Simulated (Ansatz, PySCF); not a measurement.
Reaction (SMILES): [F][Ge]([Br])([Br])[Br] + 4 [H][H] (H2) → 3 Br (HBr) + F (HF) + [GeH4] (GeH4)
Structures are relaxed separately at B3LYP-D3(BJ)/def2-TZVP in Ansatz (a quantum-chemistry and plane-wave program). Frequencies are from Ansatz or PySCF.

Wanted: energy of full hydrogenation (0 K, with B3LYP-D3(BJ) harmonic zero-point energies), in kcal/mol. Cores are frozen in the correlated levels unless marked. No spin-orbit coupling. Frozen are the shells of the preceding noble gas and the d and f shells that filled before the atom's block. Non-relativistic. Basis-set limits of correlation are two-point, X^-3; Hartree-Fock from the larger set.

CCSD(T)/CBS(cc-pVTZ,cc-pVQZ) (Ansatz) gives 63.1 kcal/mol.

**Question.** Another calculation gave 49.6 kcal/mol. Which level was it?
A. PBE-QIDH/def2-TZVPD (Ansatz)
B. CAM-B3LYP/def2-TZVPD (Ansatz)
C. revPBE/def2-TZVPD (Ansatz)

**Answer.** B, CAM-B3LYP/def2-TZVPD (Ansatz). The others give 60.3 (PBE-QIDH), 55.0 (revPBE) kcal/mol.
